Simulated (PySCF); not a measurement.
## Core-level binding energies of Si(NCO)2Me2

Species: Si(NCO)2Me2, C₄H₆N₂O₂Si.
Bonds: Si1–N2, Si1–N5, Si1–C8, Si1–C12, N2–C3, C3–O4, N5–C6, C6–O7. Hydrogens: H9, H10, H11 on C8; H13, H14, H15 on C12.

Method used: delta-SCF UKS SCAN, pcX-2 on the ionised atom, pcseg-1 elsewhere, spin-free X2C (PySCF 2.14.0). Each binding energy is the total energy of the core-ionised species, with the hole localised on one atom, minus that of the ground state; both are solved self-consistently, so orbital relaxation is included.

Question: List the computed XPS lines with their assignment.

Answer: 
| atom(s) | bonded to | level | binding energy (eV) | 2p1/2 (eV) | above the level's lowest (eV) | count |
| --- | --- | --- | --- | --- | --- | --- |
| Si1 | 2 N and 2 C | Si 1s | 1848.14 | – | 0.00 | 1 |
| O4/O7 | C | O 1s | 539.31 | – | 0.00 | 2 |
| N2/N5 | C and Si | N 1s | 405.40 | – | 0.00 | 2 |
| C3/C6 | O and N | C 1s | 294.89 | – | +4.31 | 2 |
| C8/C12 | 3 H and Si | C 1s | 290.58 | – | 0.00 | 2 |
| Si1 | 2 N and 2 C | Si 2p3/2 | 107.96 | 108.59 | 0.00 | 1 |

The listed C 1s values span 4.31 eV, from C8/C12 (bonded to 3 H and Si) to C3/C6 (bonded to O and N).

Question: What is the longest wavelength that can ionise C 1s of C3/C6 vertically?

Answer: λ = hc/E = 12398.42 eV Å / 294.89 eV = 42.044 Å.

Atoms equivalent by their bonding share one computed value, that of the first of them. For 2p shells one spin-free hole was relaxed; a mean-field spin–orbit operator and the ground-state splitting of the three 2p orbitals were then diagonalised within the shell. The shell's mean is (2 × 2p3/2 + 2p1/2)/3, and the degeneracies 2j + 1 give areas of 2:1. 2p1/2 minus 2p3/2 (ligand field included): Si 0.63 eV. Isolated species at its PBE0-D3(BJ)/def2-SVP geometry, gas phase.
